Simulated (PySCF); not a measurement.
C$_{3}$HBrClF (SMILES FC=C=C(Cl)Br), singlet, geometry from GFN2-xTB; DF-PBE0/def2-TZVPP (PySCF).

Input for PySCF:
```python
from pyscf import gto, scf, dft

mol = gto.Mole()
mol.atom = '''
    F    -3.323857   -0.574600    0.607657
    C    -2.543408    0.044128   -0.285278
    C    -1.254128   -0.112741   -0.323657
    C     0.032634   -0.266545   -0.339835
    Cl    0.847868   -1.468494   -1.268190
    Br    1.177182    0.899223    0.649764
    H    -3.110991    0.673932   -0.958803
'''
mol.basis = 'def2-tzvpp'
mol.charge = 0
mol.spin = 0
mol.verbose = 4
mol.max_memory = 1800
mol.build()

mf = dft.RKS(mol)
mf.xc = 'pbe0'
mf = mf.density_fit(auxbasis='def2-universal-jkfit')
mf.kernel()
```

What the program printed (banner, timings and long lists left out):

```
PySCF version 2.14.0

[INPUT] verbose = 4
[INPUT] num. atoms = 7
[INPUT] num. electrons = 80
[INPUT] charge = 0
[INPUT] spin (= nelec alpha-beta = 2S) = 0
[INPUT] symmetry False subgroup None
[INPUT] Mole.unit = angstrom
[INPUT] Symbol           X                Y                Z      unit          X                Y                Z       unit  Magmom
[INPUT]  1 F     -3.323857000000  -0.574600000000   0.607657000000 AA   -6.281179407218  -1.085836631175   1.148305307675 Bohr   0.0
[INPUT]  2 C     -2.543408000000   0.044128000000  -0.285278000000 AA   -4.806344543028   0.083389834425  -0.539097289364 Bohr   0.0
[INPUT]  3 C     -1.254128000000  -0.112741000000  -0.323657000000 AA   -2.369958445149  -0.213049613010  -0.611623088298 Bohr   0.0
[INPUT]  4 C      0.032634000000  -0.266545000000  -0.339835000000 AA    0.061669322349  -0.503697049872  -0.642195077542 Bohr   0.0
[INPUT]  5 Cl     0.847868000000  -1.468494000000  -1.268190000000 AA    1.602238309783  -2.775051475567  -2.396531773912 Bohr   0.0
[INPUT]  6 Br     1.177182000000   0.899223000000   0.649764000000 AA    2.224551578768   1.699285194910   1.227876005602 Bohr   0.0
[INPUT]  7 H     -3.110991000000   0.673932000000  -0.958803000000 AA   -5.878920965987   1.273546906580  -1.811875077411 Bohr   0.0

nuclear repulsion = 439.232400952115
number of shells = 80
number of NR pGTOs = 366
number of NR cGTOs = 228
basis = def2-tzvpp
ecp = {}

******** <class 'pyscf.df.df_jk.DFRKS'> ********
method = DFRKS
initial guess = minao
damping factor = 0
level_shift factor = 0
DIIS = <class 'pyscf.scf.diis.CDIIS'>
diis_start_cycle = 1
diis_space = 8
diis_damp = 0
SCF conv_tol = 1e-09
SCF conv_tol_grad = None
SCF max_cycles = 50
direct_scf = False
XC library pyscf.dft.libxc version 7.1.2
    S. Lehtola, C. Steigemann, M. J. T. Oliveira, and M. A. L. Marques,  SoftwareX 7, 1–5 (2018)
XC functionals = pbe0
    C. Adamo and V. Barone,  J. Chem. Phys. 110, 6158 (1999)
    M. Ernzerhof and G. E. Scuseria,  J. Chem. Phys. 110, 5029 (1999)
radial grids:
    Treutler-Ahlrichs [JCP 102, 346 (1995); DOI:10.1063/1.469408] (M4) radial grids

becke partition: Becke, JCP 88, 2547 (1988); DOI:10.1063/1.454033
pruning grids: <function nwchem_prune>
grids dens level: 3
symmetrized grids: False
atomic radii adjust function: <function treutler_atomic_radii_adjust>
small_rho_cutoff = 0
Set gradient conv threshold to 3.16228e-05
Initial guess from minao.
tot grids = 105728
******** <class 'pyscf.df.df.DF'> ********
auxbasis = def2-universal-jkfit
init E= -3248.29584706651
  HOMO = -0.282630200242059  LUMO = -0.084032329780634  gap/eV = 5.40412
cycle= 1 E= -3248.39309904351  delta_E= -0.0973  |g|= 0.595  |ddm|= 2.88
  HOMO = -0.279249259661  LUMO = -0.0793893702162856  gap/eV = 5.43846
cycle= 2 E= -3248.30821179726  delta_E= 0.0849  |g|= 0.881  |ddm|= 1.41
  HOMO = -0.28168193076637  LUMO = -0.0500284202346328  gap/eV = 6.30361
cycle= 3 E= -3248.44893924726  delta_E= -0.141  |g|= 0.137  |ddm|= 1.05
  HOMO = -0.290334089470971  LUMO = -0.0529686890838249  gap/eV = 6.45904
cycle= 4 E= -3248.45177833501  delta_E= -0.00284  |g|= 0.0695  |ddm|= 0.198
  HOMO = -0.287657378133699  LUMO = -0.0522750340788191  gap/eV = 6.40508
cycle= 5 E= -3248.45295977061  delta_E= -0.00118  |g|= 0.0149  |ddm|= 0.0571
  HOMO = -0.288499128512805  LUMO = -0.0525297892410867  gap/eV = 6.42105
cycle= 6 E= -3248.45299842861  delta_E= -3.87e-05  |g|= 0.00324  |ddm|= 0.0162
  HOMO = -0.28817615878556  LUMO = -0.0521277912524984  gap/eV = 6.42320
cycle= 7 E= -3248.45300043476  delta_E= -2.01e-06  |g|= 0.00132  |ddm|= 0.00525
  HOMO = -0.288237129297131  LUMO = -0.052178350099375  gap/eV = 6.42349
cycle= 8 E= -3248.45300085014  delta_E= -4.15e-07  |g|= 0.000354  |ddm|= 0.0017
  HOMO = -0.288242911251401  LUMO = -0.0521934183885482  gap/eV = 6.42323
cycle= 9 E= -3248.45300087335  delta_E= -2.32e-08  |g|= 0.00016  |ddm|= 0.000582
  HOMO = -0.288248332315377  LUMO = -0.0521924353758391  gap/eV = 6.42341
cycle= 10 E= -3248.45300087878  delta_E= -5.43e-09  |g|= 3.29e-05  |ddm|= 0.000227
  HOMO = -0.288247431358761  LUMO = -0.0521914255620164  gap/eV = 6.42341
cycle= 11 E= -3248.453000879  delta_E= -2.16e-10  |g|= 1.35e-05  |ddm|= 5.57e-05
  HOMO = -0.288247641060485  LUMO = -0.0521911264189654  gap/eV = 6.42342
Extra cycle  E= -3248.45300087897  delta_E= 2.96e-11  |g|= 1.86e-05  |ddm|= 4.35e-05
converged SCF energy = -3248.45300087897
```
